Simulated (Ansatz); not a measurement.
# Nudged elastic band run: F2GeH3

Input:

```yaml
crystal:
  periodic: [false, false, false]
  atoms:
    - { symbol: Ge, position_ang: [-0.040073, 0.070022, -0.320626] }
    - { symbol: H, position_ang: [-0.01823, 0.031975, 1.19413] }
    - { symbol: F, position_ang: [1.574584, -0.011914, -0.884314] }
    - { symbol: H, position_ang: [-0.719054, 1.246256, -0.992203] }
    - { symbol: F, position_ang: [-0.776359, -1.369219, -0.884587] }
    - { symbol: H, position_ang: [0.042033, -0.07322, 4.8126] }
magnetization:
  spin_polarized: true
  initial_magnetization: 1
basis:
  gaussian: { orbitals: def2-SVP }
hamiltonian:
  xc: hf
neb:
  order_check: false
  images: 5
  f_tol: 0.03
  max_iterations: 60
  final_atoms:
    - { symbol: Ge, position_ang: [-0.02769877, 0.04884317, -0.76263043] }
    - { symbol: H, position_ang: [0.1789227, -0.30826984, 3.66590595] }
    - { symbol: F, position_ang: [1.54543143, 0.02684516, -1.4510613] }
    - { symbol: H, position_ang: [-0.75316623, 1.30508573, -1.27351907] }
    - { symbol: F, position_ang: [-0.79544748, -1.32472224, -1.45040725] }
    - { symbol: H, position_ang: [-0.08514066, 0.14611803, 4.19671209] }
  initial_path:
    images:
      - { positions_ang: [[-0.040073, 0.070022, -0.320626], [-0.01823, 0.031975, 1.19413], [1.574584, -0.011914, -0.884314], [-0.719054, 1.246256, -0.992203], [-0.776359, -1.369219, -0.884587], [0.042033, -0.07322, 4.8126]] }
      - { positions_ang: [[-0.02658171, 0.0464487, -0.21376176], [-0.01251278, 0.021943, 1.39607476], [1.57807601, -0.0084439, -0.77558621], [-0.72242574, 1.2519587, -0.83434972], [-0.78105436, -1.37027761, -0.77576473], [0.02739958, -0.04772889, 4.12838766]] }
      - { positions_ang: [[-0.01309042, 0.02287541, -0.10689751], [-0.00679556, 0.011911, 1.59801952], [1.58156802, -0.00497381, -0.66685842], [-0.72579748, 1.25766141, -0.67649644], [-0.78574972, -1.37133623, -0.66694247], [0.01276617, -0.02223778, 3.44417532]] }
      - { positions_ang: [[0.00040086, -0.00069789, -3.327e-05], [-0.00107834, 0.00187899, 1.79996428], [1.58506003, -0.00150371, -0.55813063], [-0.72916922, 1.26336411, -0.51864316], [-0.79044508, -1.37239484, -0.5581202], [-0.00186725, 0.00325333, 2.75996297]] }
      - { positions_ang: [[-0.00896568, 0.0158158, -0.25423232], [0.05892201, -0.10150395, 2.42194484], [1.5718505, 0.00794591, -0.85577419], [-0.73716823, 1.27727132, -0.77026846], [-0.79211255, -1.35650397, -0.85554922], [-0.02962505, 0.0508749, 3.23887935]] }
      - { positions_ang: [[-0.01833222, 0.03232948, -0.50843137], [0.11892235, -0.2048869, 3.0439254], [1.55864097, 0.01739554, -1.15341774], [-0.74516723, 1.29117852, -1.02189376], [-0.79378001, -1.34061311, -1.15297823], [-0.05738286, 0.09849646, 3.71779572]] }
      - { positions_ang: [[-0.02769877, 0.04884317, -0.76263043], [0.1789227, -0.30826984, 3.66590595], [1.54543143, 0.02684516, -1.4510613], [-0.75316623, 1.30508573, -1.27351907], [-0.79544748, -1.32472224, -1.45040725], [-0.08514066, 0.14611803, 4.19671209]] }
```

Launched with:

```bash
$ ansatz run input.yaml --threads 2 --pin off --max-ram 3072MiB --backend cpu --events-out ev --progress --plain --runs-dir out
```

Output, in part (warnings, iteration lines, the closing report on the highest movable image, with atoms numbered from 0):

```
NEB end point (image 0): max|allowed force component| = 1.604e-2 eV/Å (the criterion of neb.relax_end_points is 1.000e-2)
NEB end point (image 6): max|allowed force component| = 5.155e-3 eV/Å (the criterion of neb.relax_end_points is 1.000e-2)
NEB iter   1: max|band force component| = 3.104e0 eV/Å  barrier→ = 0.6744 eV  barrier← = 1.0553 eV  Δτ_max = 0.1978 Å  (310 SCF iters)
NEB iter   2: max|band force component| = 1.440e0 eV/Å  barrier→ = 0.4851 eV  barrier← = 0.8661 eV  Δτ_max = 0.1818 Å  (196 SCF iters)
NEB iter   3: max|band force component| = 7.477e-1 eV/Å  barrier→ = 0.1480 eV  barrier← = 0.5290 eV  Δτ_max = 0.0813 Å  (196 SCF iters)
NEB iter   4: max|band force component| = 3.197e-1 eV/Å  barrier→ = 0.1234 eV  barrier← = 0.5044 eV  CI = image 2  Δτ_max = 0.2000 Å  (181 SCF iters)
NEB iter   5: max|band force component| = 1.140e0 eV/Å  barrier→ = 0.2522 eV  barrier← = 0.6332 eV  CI = image 2  Δτ_max = 0.1004 Å  (183 SCF iters)
NEB iter   6: max|band force component| = 1.278e0 eV/Å  barrier→ = 0.3300 eV  barrier← = 0.7110 eV  CI = image 2  Δτ_max = 0.2000 Å  (179 SCF iters)
NEB iter   7: max|band force component| = 1.084e0 eV/Å  barrier→ = 0.5118 eV  barrier← = 0.8928 eV  CI = image 2  Δτ_max = 0.1734 Å  (187 SCF iters)
NEB iter   8: max|band force component| = 4.593e-1 eV/Å  barrier→ = 0.6093 eV  barrier← = 0.9903 eV  CI = image 2  Δτ_max = 0.1634 Å  (191 SCF iters)
NEB iter   9: max|band force component| = 3.950e-1 eV/Å  barrier→ = 0.6528 eV  barrier← = 1.0337 eV  CI = image 2  Δτ_max = 0.1138 Å  (191 SCF iters)
NEB iter  10: max|band force component| = 2.013e-1 eV/Å  barrier→ = 0.6301 eV  barrier← = 1.0111 eV  CI = image 2  Δτ_max = 0.0740 Å  (187 SCF iters)
NEB iter  11: max|band force component| = 3.004e-1 eV/Å  barrier→ = 0.6225 eV  barrier← = 1.0035 eV  CI = image 2  Δτ_max = 0.0368 Å  (194 SCF iters)
NEB iter  12: max|band force component| = 9.477e-2 eV/Å  barrier→ = 0.6220 eV  barrier← = 1.0030 eV  CI = image 2  Δτ_max = 0.0573 Å  (179 SCF iters)
NEB iter  13: max|band force component| = 2.424e-2 eV/Å  barrier→ = 0.6219 eV  barrier← = 1.0029 eV  CI = image 2  Δτ_max = 0.0000 Å  (393 SCF iters)
Total energy: -61920.20638213 eV, -2275.5256135198 hartree
Atom 0 at    -0.047125     0.082183     0.049514 Å, force     0.006099    -0.010227    -0.007600 eV/Å
Atom 1 at    -0.011250     0.019993     1.753697 Å, force     0.000662    -0.002251    -0.000720 eV/Å
Atom 2 at     1.571506    -0.011821    -0.510620 Å, force    -0.005954     0.003313     0.004728 eV/Å
Atom 3 at    -0.723675     1.254159    -0.653672 Å, force    -0.000755     0.001100    -0.000479 eV/Å
Atom 4 at    -0.774965    -1.366552    -0.510845 Å, force     0.000210     0.007209     0.005081 eV/Å
Atom 5 at     0.048411    -0.084061     2.796925 Å, force    -0.000262     0.000856    -0.001010 eV/Å
Dipole moment:    -0.258868     0.448279     0.295227 e Å
```

It converged. A vibrational analysis at the climbing image gives one clearly imaginary mode, 2020i cm⁻¹: a first-order saddle point.

Final band (atoms are numbered from 1 in the order of the input):

| image | path coordinate (Å) | energy (kJ/mol) | Ge1–H2 (Å) | H2–H6 (Å) |
| --- | --- | --- | --- | --- |
| 0 | 0.00 | 0.0 | 1.52 | 3.62 |
| 1 | 1.12 | 2.5 | 1.51 | 2.43 |
| 2 | 2.24 | 60.0 | 1.71 | 1.05 |
| 3 | 3.09 | -19.1 | 2.58 | 0.75 |
| 4 | 3.94 | -34.5 | 3.30 | 0.75 |
| 5 | 4.78 | -36.6 | 4.03 | 0.75 |
| 6 | 5.63 | -36.8 | 4.45 | 0.75 |

The run took 44 s on 2 threads of Arm Neoverse V2, on a shared host, peak memory 0.19 GiB.
